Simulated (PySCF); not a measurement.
This PySCF input asks for the NMR shieldings of SMILES F/C=C\C1=CBC=CB1, C6H7B2F; the geometry comes from GFN2-xTB.

```python
import basis_set_exchange as bse
import numpy as np
from pyscf import gto, dft
from pyscf.prop import nmr

atoms = """
F     2.283736   -2.082271    0.109076
C     2.747832   -0.862748   -0.205768
C     1.974052    0.217424   -0.274387
C     0.540804    0.250014   -0.046725
C    -0.168478    1.361168   -0.387775
B    -1.711369    1.366247   -0.393148
C    -2.446614    0.089877    0.094349
C    -1.754465   -1.000577    0.483151
B    -0.241884   -0.841479    0.744120
H     3.810885   -0.883564   -0.400215
H     2.456774    1.138806   -0.574460
H     0.389625    2.209712   -0.778437
H    -2.302173    2.249211   -0.890306
H    -3.531083    0.027723    0.059228
H    -2.292949   -1.904092    0.753487
H     0.237709   -1.326507    1.696399
"""
names = dict.fromkeys(["F", "C", "B", "H"], "pcSseg-1")
basis = {el: gto.basis.parse(bse.get_basis(n, elements=[el], fmt="nwchem")) for el, n in names.items()}
mol = gto.M(atom=atoms, basis=basis, charge=0, verbose=0)
mf = dft.RKS(mol, xc="PBE0")
mf.grids.level = 2
mf.grids.alignment = dft.numint.BLKSIZE   # the property module wants whole blocks of grid points
mf.conv_tol = 1e-9
mf.kernel()

calc = nmr.RKS(mf)   # GIAO
C = mf.mo_coeff
Co = C[:, mf.mo_occ > 0]
resp = mf.gen_response(singlet=True, hermi=2)
def vind(x):   # induced exchange potential for any number of trial vectors
    d = np.einsum("pi,xij,qj->xpq", C, 2 * x.reshape(-1, C.shape[1], Co.shape[1]), Co, optimize=True)
    return np.einsum("xpq,pi,qj->xij", resp(d - d.transpose(0, 2, 1)), C, Co, optimize=True).ravel()
mo1, _ = nmr.rhf.solve_mo1(calc, with_cphf=vind)
sigma = calc.kernel(mo1)
for i, s in enumerate(sigma):   # ppm
    w = np.linalg.eigvalsh((s + s.T) / 2)
    print("%2d %-2s iso %8.1f  s11 %8.1f  s22 %8.1f  s33 %8.1f" % (i, mol.atom_pure_symbol(i), w.mean(), *w))
```

**Question.** Give the expected output.

**Answer.** 
```
 0 F  iso    269.4  s11    165.5  s22    229.1  s33    413.8
 1 C  iso     22.9  s11    -62.8  s22     51.4  s33     80.3
 2 C  iso     60.7  s11    -39.9  s22     90.0  s33    131.9
 3 C  iso      2.4  s11   -130.0  s22    -32.2  s33    169.4
 4 C  iso     31.5  s11    -65.1  s22     13.3  s33    146.3
 5 B  iso     42.3  s11     -4.4  s22      4.9  s33    126.4
 6 C  iso     23.0  s11    -90.6  s22     -4.3  s33    163.9
 7 C  iso      7.2  s11   -129.4  s22    -11.2  s33    162.1
 8 B  iso     29.1  s11    -34.9  s22     -0.1  s33    122.4
 9 H  iso     24.7  s11     21.9  s22     25.3  s33     26.9
10 H  iso     25.8  s11     24.1  s22     25.2  s33     28.2
11 H  iso     24.8  s11     20.5  s22     25.5  s33     28.4
12 H  iso     25.5  s11     21.5  s22     27.1  s33     27.9
13 H  iso     24.3  s11     20.4  s22     25.0  s33     27.5
14 H  iso     23.6  s11     17.4  s22     25.6  s33     27.9
15 H  iso     24.5  s11     17.4  s22     26.5  s33     29.5
```

These numbers come from an equivalent density-fitted implementation of the same equations, which agrees with the script to about 0.01 ppm for H and up to a few tenths of a ppm for heavy atoms, so last digits may differ.

Size and cost of the density-fitted run: 188 basis functions, 74 s wall time on 1 thread of an AMD EPYC, shared host; peak memory 0.89 GiB.
